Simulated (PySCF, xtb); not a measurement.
Zr(Cl)2(SH)2 (Cl2H2S2Zr), SMILES [SH][Zr]([SH])([Cl])[Cl], multiplicity 1.

GFN2-xTB (xtb) at its own geometry gives an orbital gap of 1.60 eV and a dipole moment of 0.73 D.

The structure is a stationary point at r2SCAN-D4/def2-SVP. The spin state was assumed, not searched. The def2 effective core potentials stand for the cores of Zr; spin–orbit coupling is left out. One conformer was computed; it need not be the lowest.

### Question
What does ωB97X/def2-TZVP (PySCF) give? (An estimate is asked for; the answer gives what the named calculation found.)

### Answer
gap 9.85 eV (levels -10.47 and -0.62 eV), dipole 0.74 D.
